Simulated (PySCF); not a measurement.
One of the candidates below gave these computed data.

All candidates are C2H12OSi4.

| technique | computed result |
| --- | --- |
| Rotational structure | rotational constants A, B, C: 1.415, 0.887, 0.731 GHz [GFN2-xTB] |
| 13C NMR | chemical shifts (computed TMS as zero) by class: 257.7 (1 C), -18.3 (1 C) ppm [GIAO PBE0/pcSseg-1] |
| 1H NMR | chemical shifts (computed TMS as zero) by class: 12.23 (1 H), 4.45 (2 H), 4.19 (2 H), 3.81 (2 H), 3.27 (3 H), -0.08 (2 H) ppm [GIAO PBE0/pcSseg-1] |
| NMR, other nuclei | isotropic shieldings of nuclei other than C and H, by class: -564 (1 O), 401 (1 Si), 420 (1 Si), 460 (1 Si), 474 (1 Si) ppm [GIAO PBE0/pcSseg-1] |
| Dipole | 2.62 D [PBE0/pcSseg-1] |

Gas-phase values; electronic properties from PySCF, density fitting. Levels stand in brackets. One conformer (not necessarily the lowest) at the GFN2-xTB geometry, without solvent, vibrations or thermal averaging. GFN2-xTB frequencies show an imaginary mode (42i cm⁻¹), so this geometry is no minimum at that level. NMR values are class means; diastereotopic atoms form classes of their own.

Question: Which candidate is it?
A. `C[Si]([SiH3])([SiH3])[SiH2]C=O`
B. `C[SiH2][Si@@H]([SiH3])[SiH2]C=O`
C. `O=CC[SiH2][SiH2][SiH2][SiH3]`
D. `COC[SiH]1[SiH2][SiH2][SiH2]1`
E. `O=C[SiH2]C[SiH2][SiH2][SiH3]`

Answer: E. It is `O=C[SiH2]C[SiH2][SiH2][SiH3]`. Numbering: `[O:1]=[CH:2][SiH2:3][CH2:4][SiH2:5][SiH2:6][SiH3:7]`. Its formula, C2H12OSi4, gives 1 degree of unsaturation: 0 rings and 1 π bond in the structure found. 2 carbons fall into 2 classes; from least to most shielded: carbonyl carbon [C2] (257.7 ppm), sp3 carbon bound to silicon [C4] (-18.3 ppm). Hydrogen classes from least to most shielded: 1 H on a carbonyl carbon, C2 (12.23 ppm), 2 H on an SiH2 silicon, Si3 (4.45 ppm), 2 H on an SiH2 silicon, Si5 (4.19 ppm), 2 H on an SiH2 silicon, Si6 (3.81 ppm, a mean of values up to 0.6 ppm apart in this geometry), 3 H on an SiH3 silicon, Si7 (3.27 ppm, a mean of values up to 0.7 ppm apart in this geometry), 2 H on an sp3 carbon bound to silicon, C4 (-0.08 ppm). The other shieldings belong to: -564 ppm, carbonyl oxygen [O1]; 401 ppm, SiH2 silicon [Si3]; 420 ppm, SiH2 silicon [Si5]; 460 ppm, SiH3 silicon [Si7]; 474 ppm, SiH2 silicon [Si6]. The optimised geometry has point group C1 and is an asymmetric top.

The others, at the same levels:
- `C[Si]([SiH3])([SiH3])[SiH2]C=O` fails: its computed 13C shifts are 253.8 (1 C), -6.8 (1 C) ppm, 1H shifts are 12.43 (1 H), 4.40 (2 H), 3.74 (6 H), 0.27 (3 H) ppm and rotational constant A is 1.196 GHz (against 1.415 GHz).
- `O=CC[SiH2][SiH2][SiH2][SiH3]` fails: its computed 13C shifts are 212.1 (1 C), 34.6 (1 C) ppm, 1H shifts are 9.80 (1 H), 4.13 (2 H), 3.76 (2 H), 3.67 (2 H), 3.57 (3 H), 2.43 (2 H) ppm and rotational constant A is 1.632 GHz (against 1.415 GHz).
- `COC[SiH]1[SiH2][SiH2][SiH2]1` fails: its computed 13C shifts are 67.8 (1 C), 64.9 (1 C) ppm, 1H shifts are 4.75 (1 H), 4.22 (2 H), 4.16 (2 H), 4.06 (1 H), 4.02 (1 H), 3.56 (2 H), 3.54 (3 H) ppm and smallest rotational constant is 0.921 GHz (against 0.731 GHz).
- `C[SiH2][Si@@H]([SiH3])[SiH2]C=O` fails: its computed 13C shifts are 256.7 (1 C), -8.5 (1 C) ppm, 1H shifts are 12.55 (1 H), 4.63 (1 H), 4.48 (1 H), 4.21 (1 H), 4.04 (1 H), 3.65 (3 H), 2.97 (1 H), 0.21 (3 H) ppm and rotational constant A is 1.160 GHz (against 1.415 GHz).

Each candidate is one conformer, not necessarily the lowest. Dipoles, sizes and rotational constants follow the conformer. The torsions of the flexible species, by atom-mapped SMILES:
- `[O:1]=[CH:2][SiH2:3][CH2:4][SiH2:5][SiH2:6][SiH3:7]`: O1–C2–Si3–C4 0°, C2–Si3–C4–Si5 18°, Si3–C4–Si5–Si6 -79°, C4–Si5–Si6–Si7 5°
- `[CH3:1][Si:2]([SiH3:3])([SiH3:4])[SiH2:5][CH:6]=[O:7]`: C1–Si2–Si5–C6 150°, Si2–Si5–C6–O7 -11°
- `[O:1]=[CH:2][CH2:3][SiH2:4][SiH2:5][SiH2:6][SiH3:7]`: O1–C2–C3–Si4 64°, C2–C3–Si4–Si5 -56°, C3–Si4–Si5–Si6 83°, Si4–Si5–Si6–Si7 -39°
- `[CH3:1][O:2][CH2:3][SiH:4]1[SiH2:5][SiH2:6][SiH2:7]1`: C1–O2–C3–Si4 180°, O2–C3–Si4–Si5 -46°
- `[CH3:1][SiH2:2][Si@@H:3]([SiH3:4])[SiH2:5][CH:6]=[O:7]`: C1–Si2–Si3–Si4 -48°, Si2–Si3–Si5–C6 -82°, Si3–Si5–C6–O7 0°
